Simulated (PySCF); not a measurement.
CH₈AlSSb.
Atom-mapped SMILES: `[CH3:1][S:2][AlH2-:3][SbH3+:4]` (hydrogens: H5, H6, H7 on C1; H8, H9 on Al3; H10, H11, H12 on Sb4)

A GFN2-xTB structure was refined with PySCF, PBE0-D3(BJ)/def2-SVP geometry optimisation, gas phase, def2 core potentials past Kr. Its GFN2-xTB values:

```
 coordinate  GFN2-xTB
      C1–S2   1.866 Å
      C1–H5   1.071 Å
     S2–Al3   2.206 Å
    Al3–Sb4   2.734 Å
     Al3–H8   1.539 Å
    Sb4–H10   1.705 Å
    Sb4–H11   1.700 Å
  C1–S2–Al3     95.0°
 S2–Al3–Sb4    102.2°
  S2–Al3–H8    121.4°
Al3–Sb4–H10    114.8°
Al3–Sb4–H11    149.9°
 Sb4–Al3–H9     95.4°
  H8–Al3–H9    119.5°
H10–Sb4–H11     88.9°
```

Task: How do these coordinates change at the PBE0-D3(BJ)/def2-SVP level?

Result: 
```json
{"coordinate": "Al3–Sb4", "PBE0-D3(BJ)/def2-SVP (Å or °)": "2.865", "change": "+0.131"}
{"coordinate": "Al3–H8", "PBE0-D3(BJ)/def2-SVP (Å or °)": "1.589", "change": "+0.050"}
{"coordinate": "C1–S2", "PBE0-D3(BJ)/def2-SVP (Å or °)": "1.827", "change": "-0.039"}
{"coordinate": "C1–H5", "PBE0-D3(BJ)/def2-SVP (Å or °)": "1.099", "change": "+0.028"}
{"coordinate": "S2–Al3", "PBE0-D3(BJ)/def2-SVP (Å or °)": "2.226", "change": "+0.020"}
{"coordinate": "Sb4–H10", "PBE0-D3(BJ)/def2-SVP (Å or °)": "1.712", "change": "+0.007"}
{"coordinate": "Sb4–H11", "PBE0-D3(BJ)/def2-SVP (Å or °)": "1.696", "change": "-0.004"}
{"coordinate": "Al3–Sb4–H11", "PBE0-D3(BJ)/def2-SVP (Å or °)": "111.5", "change": "-38.4"}
{"coordinate": "Al3–Sb4–H10", "PBE0-D3(BJ)/def2-SVP (Å or °)": "138.6", "change": "+23.8"}
{"coordinate": "S2–Al3–Sb4", "PBE0-D3(BJ)/def2-SVP (Å or °)": "86.6", "change": "-15.6"}
{"coordinate": "H10–Sb4–H11", "PBE0-D3(BJ)/def2-SVP (Å or °)": "95.9", "change": "+7.0"}
{"coordinate": "S2–Al3–H8", "PBE0-D3(BJ)/def2-SVP (Å or °)": "114.5", "change": "-6.9"}
{"coordinate": "C1–S2–Al3", "PBE0-D3(BJ)/def2-SVP (Å or °)": "101.8", "change": "+6.8"}
{"coordinate": "Sb4–Al3–H9", "PBE0-D3(BJ)/def2-SVP (Å or °)": "101.3", "change": "+5.9"}
{"coordinate": "H8–Al3–H9", "PBE0-D3(BJ)/def2-SVP (Å or °)": "124.6", "change": "+5.1"}
```

The energy falls by 0.483 eV over 20 energy and gradient evaluations, the largest force component goes from 0.0287 to 4.1e-04 Eh/bohr, and the atoms move by 1.197 Å rms after alignment. The bond that changes most is Al3–Sb4 (ends: aluminium bonded to S, Sb and 2 H; antimony bonded to Al and 3 H), which lengthens by 0.131 Å. Bonds longer at the end by more than 0.005 Å: 8 of 11; shorter: 1. Among the dihedrals that turn most is C1–S2–Al3–H8, from -105° to -175°. Rotational constants go from 6784, 706.0, 666.7 to 3690, 954.9, 847.0 MHz.

The run used 116 basis functions and 134 SCF cycles in all.

No PBE0-D3(BJ)/def2-SVP frequencies stand behind this structure, so it isn't proved a minimum. One conformer, not necessarily the lowest.
